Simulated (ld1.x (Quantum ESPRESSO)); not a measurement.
**Au (Z = 79): variants of one TM potential**

Base potential:

```json
{
 "Element": "Au (Z = 79)",
 "Generator": "ld1.x (Quantum ESPRESSO) 7.5",
 "Type": "norm-conserving Troullier–Martins (Kleinman–Bylander form)",
 "Functional": "BLYP",
 "Relativity": "fully relativistic",
 "Frozen core": "[Kr] 4d10 4f14",
 "Valence charge": "19",
 "Reference configuration": "5s2 5p6 5d8 6s0 6p0 (charge +3)",
 "Partial waves": "5p (bound): rc 1.50 bohr; 5d (bound): rc 1.25 bohr; 5s (bound): rc 0.90 bohr",
 "Local potential": "the s channel",
 "Core correction": "Bessel-smoothed model core inside 0.50 bohr"
}
```

Open shells are filled in proportion to 2j + 1 (rel_dist='average').

All-electron outer shells of the reference configuration (BLYP, scalar-relativistic, ld1.x):

| shell | level (eV) | outermost node (bohr) | outermost maximum (bohr) |
| --- | --- | --- | --- |
| 5s | -144.60 | 0.48 | 0.84 |
| 4f | -117.61 | – | 0.37 |
| 5p | -95.54 | 0.52 | 0.94 |
| 5d | -40.50 | 0.56 | 1.18 |
| 6s | -33.46 | 1.09 | 2.05 |
| 6p | -23.92 | 1.27 | 2.54 |

Cutoffs, loose and tight: the cutoffs (Ry, on a coarse ladder) from which the occupation-weighted sum of valence levels, in a spherical-Bessel basis at the reference potential, stays within 10 and 1 mRy of its value at 400 Ry. They do not see the model core or the augmentation charge, which bear on the density cutoff. Test errors are all-electron minus pseudo excitation energies from the reference, over the configurations 5s2 5p6 5d10 6s1 6p0; 5s2 5p6 5d10 6s0 6p0; 5s2 5p6 5d9 6s0 6p0; 5s2 5p6 5d10 6s0 6p1; 5s2 5p6 5d7 6s0 6p0; 5s2 5p6 5d10 6s0.5 6p0; 5s2 5p6 5d9 6s1 6p0. A dash means not determined; rows that change the core or the reference have their own tests. The largest error is taken over the tests solved by every variant that gives reliable tests at all: 5s2 5p6 5d10 6s0 6p0; 5s2 5p6 5d10 6s0.5 6p0; 5s2 5p6 5d10 6s1 6p0; 5s2 5p6 5d7 6s0 6p0; 5s2 5p6 5d9 6s0 6p0; 5s2 5p6 5d9 6s1 6p0.

A true bound ghost makes a file unfit for plane-wave use even where its test errors are small: the radial tests pick states by their node count and pass the ghost by.

Cutoffs are not given where the Bessel-basis levels miss the radial ones by over 6 mRy, ghosts where they miss by over 20 mRy; a channel whose overlap is not positive is not tested.

| change | outcome | cutoff, loose | cutoff, tight | bound ghosts | largest test error (meV) |
| --- | --- | --- | --- | --- | --- |
| base | generated | – | – | none | +167 |
| wave 5p (bound): rc 1.50 bohr becomes 5p (bound): rc 0.96 bohr | generated | – | – | not determined | +166 |
| wave 5p (bound): rc 1.50 bohr becomes 5p (bound): rc 1.12 bohr | generated | – | – | not determined | +166 |
| wave 5p (bound): rc 1.50 bohr becomes 5p (bound): rc 1.28 bohr | generated | – | – | not determined | +166 |
| wave 5p (bound): rc 1.50 bohr becomes 5p (bound): rc 1.56 bohr | generated | – | – | p1/2 | +167 |
| wave 5p (bound): rc 1.50 bohr becomes 5p (bound): rc 1.76 bohr | generated | 140 Ry | 260 Ry | p1/2 | +168 |
| wave 5p (bound): rc 1.50 bohr becomes 5p (bound): rc 1.90 bohr | generated | 140 Ry | 260 Ry | p1/2 | +168 |
| wave 5p (bound): rc 1.50 bohr becomes 5p (bound): rc 2.08 bohr | generated | 140 Ry | 260 Ry | p1/2 | +168 |
| wave 5p (bound): rc 1.50 bohr becomes 5p (bound): rc 2.24 bohr | generated | 140 Ry | 260 Ry | p1/2 | +168 |

Reading the sweep of the p radius (base included, trends over the rows without a ghost): Bound ghosts are found at 1.56, 1.76, 1.9, 2.08, 2.24 bohr.
